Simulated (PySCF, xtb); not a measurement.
B(F)(GeH3)(OMe) (CH₆BFGeO), SMILES CO[B](F)[GeH3].

GFN2-xTB (xtb) at its own geometry gives an orbital gap of 4.88 eV and a dipole moment of 2.99 D.

Coordinates come from a TPSSh-D3(BJ)/def2-SVP optimisation. The structure was generated by enumeration, and PubChem lists no compound with its InChIKey, so it may never have been made. The values are those of a single conformer.

Q: What does r2SCAN/def2-TZVP (PySCF) give? (Estimate from the structure and the level; the computed values follow.)

A: gap 6.18 eV (levels -7.32 and -1.14 eV), dipole 2.30 D.
